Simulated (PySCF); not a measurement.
Yb⁵²⁺: ionisation energy

Yb⁵²⁺ [Ar] (1S) → Yb⁵³⁺ [Ne] 3s2 3p5 (2P), as a difference of total energies. All numbers are calculated (PySCF 2.14, the spin-free X2C one-electron Hamiltonian (Gaussian nucleus), in an even-tempered Gaussian basis (17 s from 13 bohr⁻², ratio 2.5; 12 p from 17 bohr⁻², ratio 2.5; 4 d from 69 bohr⁻², ratio 2.7; 4 f from 100 bohr⁻², ratio 2.7)). Correlated levels: outer shells: 1s2 frozen; virtual orbitals above 40 to 60 times the deepest correlated orbital energy dropped. The calculations carry no spin-orbit coupling.

```json
{"method": "UHF", "ionisation energy (eV)": "5074.9"}
{"method": "MP2 (outer shells)", "ionisation energy (eV)": "5076.0"}
{"method": "SCS-MP2 (outer shells)", "ionisation energy (eV)": "5075.8"}
{"method": "CCSD (outer shells)", "ionisation energy (eV)": "5075.9"}
{"method": "CCSD(T) (outer shells)", "ionisation energy (eV)": "5075.9"}
```

A first-order spin-orbit estimate (lowest level to lowest level, LS coupling) adds -82.820 eV.

Breit and QED terms and the two-electron picture change are absent.

For comparison: 4988 ± 4 eV (theoretical estimate listed by NIST; NIST Atomic Spectra Database, ionization energies).
